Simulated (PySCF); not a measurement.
C₅H₄O₂S.
Z-matrix (Å and degrees, GFN2-xTB geometry), rows numbered from 1:
```
O 
C   1  1.2055
O   2  1.3454  1  122.25
C   2  1.4662  1  124.98  3   180.00
C   4  1.4231  2  122.83  1     0.09
C   5  1.3521  4  112.32  2   180.00
S   6  1.7251  5  112.07  4     0.03
C   4  1.3686  2  124.90  1  -179.85
H   3  0.9698  2  109.52  1     0.07
H   5  1.0742  4  122.58  2     0.01
H   6  1.0716  5  128.66  4   179.99
H   8  1.0715  4  127.47  2     0.04
```

Level of theory: PBE0/pcSseg-1 in PySCF (dipole) on a GFN2-xTB geometry, gas phase.

Take the most abundant isotopes and a rigid rotor. The values belong to one conformer with, in the numbering `[O:1]=[C:2]([OH:3])[c:4]1[cH:5][cH:6][s:7][cH:8]1`, O1–C2–O3–H 0°, O1–C2–C4–C5 0°.

Problem. What are A, B and C (MHz)?

Solution. Ia = 111.90, Ib = 428.80, Ic = 540.70 u·Å²; 505379 MHz·u·Å²/I gives A = 4516, B = 1179, C = 934.7 MHz.

Problem. What kind of rotor is it?

Solution. An asymmetric top. Ray's parameter κ = (2B − A − C)/(A − C) = -0.864; −1 is the prolate and +1 the oblate limit.

Problem. Is it planar, by Δ = Ic − Ia − Ib?

Solution. Planar: Δ = Ic − Ia − Ib = 0.00 u·Å². For a rigid frame Δ = −2 Σ m c², so it vanishes when all atoms lie in the ab plane; here none is more than 0.01 Å from it.

Problem. Give the coordinates in the principal-axis frame, origin at the centre of mass.

Solution. The sense of each axis is arbitrary; atoms in the order of the calculation.
| atom | mass (u) | a (Å) | b (Å) | c (Å) |
| --- | --- | --- | --- | --- |
| O1 | 15.995 | 2.513 | -0.983 | -0.001 |
| C2 | 12.000 | 1.774 | -0.030 | 0.000 |
| O3 | 15.995 | 2.233 | 1.235 | 0.001 |
| C4 | 12.000 | 0.310 | -0.102 | 0.000 |
| C5 | 12.000 | -0.402 | -1.334 | 0.001 |
| C6 | 12.000 | -1.742 | -1.153 | 0.001 |
| S7 | 31.972 | -2.170 | 0.518 | 0.000 |
| C8 | 12.000 | -0.528 | 0.981 | -0.001 |
| H9 | 1.008 | 3.203 | 1.227 | 0.000 |
| H10 | 1.008 | 0.092 | -2.288 | 0.001 |
| H11 | 1.008 | -2.518 | -1.892 | 0.001 |
| H12 | 1.008 | -0.254 | 2.017 | -0.003 |

Problem. List the rotational levels J(Ka,Kc) to J = 5 (MHz).

Solution. Above 0(0,0):
J = 1: 1(0,1) 2113, 1(1,1) 5451, 1(1,0) 5695
J = 2: 2(0,2) 6327, 2(1,2) 9434, 2(1,1) 10165, 2(2,1) 20179, 2(2,0) 20192
J = 3: 3(0,3) 12615, 3(1,3) 15400, 3(1,2) 16863, 3(2,2) 26519, 3(2,1) 26583, 3(3,1) 43826, 3(3,0) 43826
J = 4: 4(0,4) 20942, 4(1,4) 23340, 4(1,3) 25777, 4(2,3) 34962, 4(2,2) 35153, 4(3,2) 52304, 4(3,1) 52307, 4(4,1) 76500, 4(4,0) 76500
J = 5: 5(0,5) 31260, 5(1,5) 33245, 5(1,4) 36892, 5(2,4) 45500, 5(2,3) 45938, 5(3,3) 62910, 5(3,2) 62922, 5(4,2) 87095, 5(4,1) 87095, 5(5,1) 118207, 5(5,0) 118207
Those of J = 1 are B + C, A + C and A + B.

Problem. Which types of transition are allowed, and where do some lines up to J = 4 fall?

Solution. The dipole components are |μa| = 1.16 D, |μb| = 1.25 D, |μc| = 0.00 D; the mirror of this Cs structure is the ab plane, so μc vanishes by symmetry and there are no c-type lines. Intensities carry the squares of the components, which stand as 0.86 : 1.00 (a : b). Some lines, for components of 0.1 D or more:

| type | branch | J(Ka,Kc) | MHz | lower level (cm⁻¹) |
| --- | --- | --- | --- | --- |
| a | R | 2(1,2) ← 1(1,1) | 3983 | 0.182 |
| b | R | 1(1,1) ← 0(0,0) | 5451 | 0.000 |
| a | R | 4(1,4) ← 3(1,3) | 7941 | 0.514 |
| a | R | 4(1,3) ← 3(1,2) | 8914 | 0.562 |
| b | Q | 4(2,2) ← 4(1,3) | 9376 | 0.860 |
| b | Q | 2(2,0) ← 2(1,1) | 10027 | 0.339 |
| b | Q | 3(2,2) ← 3(1,3) | 11119 | 0.514 |
| b | Q | 4(2,3) ← 4(1,4) | 11621 | 0.779 |
| b | R | 3(2,1) ← 2(1,2) | 17149 | 0.315 |
| b | R | 4(2,3) ← 3(1,2) | 18099 | 0.562 |
| b | R | 4(2,2) ← 3(1,3) | 19753 | 0.514 |
| b | R | 4(3,1) ← 3(2,2) | 25788 | 0.885 |
| b | R | 4(4,1) ← 3(3,0) | 32674 | 1.462 |

No frequency check. No vibrational averaging or centrifugal distortion is included, and the geometry carries the error of its method.
